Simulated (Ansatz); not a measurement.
Coupled-cluster diagnostics for Sn(N(SiH3)2)2 (Si₄SnN₂H₁₂), Ansatz.

Geometry of the singlet (r2SCAN-D4/def2-SVP):

```csv
atom,x (Å),y (Å),z (Å)
Sn1,0.552,-1.244,-1.320
N2,1.593,-0.151,0.117
Si3,3.336,-0.315,0.223
Si4,0.744,0.924,1.226
H5,4.042,0.979,-0.028
H6,3.758,-1.297,-0.826
H7,3.775,-0.828,1.558
H8,1.781,1.525,2.126
H9,-0.239,0.199,2.084
H10,0.051,2.043,0.522
N11,-1.331,-0.426,-0.740
Si12,-1.907,0.974,-1.601
Si13,-2.296,-1.404,0.329
H14,-3.008,0.656,-2.568
H15,-0.751,1.513,-2.395
H16,-2.407,2.048,-0.688
H17,-2.801,-0.645,1.515
H18,-1.411,-2.519,0.814
H19,-3.480,-2.030,-0.347
```

In the def2 sets Sn takes a core potential; there is no spin–orbit coupling. Correlated methods freeze 26 core orbitals; core or outer-core shells of Sn are correlated, in sets that lack core-valence functions.

Q: Estimate the CCSD(T) correlation energy, the shares of MP2 and (T), T1 and the reference's ⟨S²⟩ for: charge 0, singlet, own geometry in def2-SVP; and the rough time on 4 threads of Intel Xeon on a shared host.

A: 
```tsv
state	basis	correlation (eV)	MP2 share (%)	(T) share (%)	T1	⟨S²⟩ (pure)	wall time
charge 0, singlet, own geometry	def2-SVP	-26.433	86.8	3.1	0.015	0.00 (0.00)	84 s
```
Customary marks for T1 are 0.02 (closed shells), 0.045 (open shells) and about 0.05 (3d metals). T1 stays under 0.02 throughout.
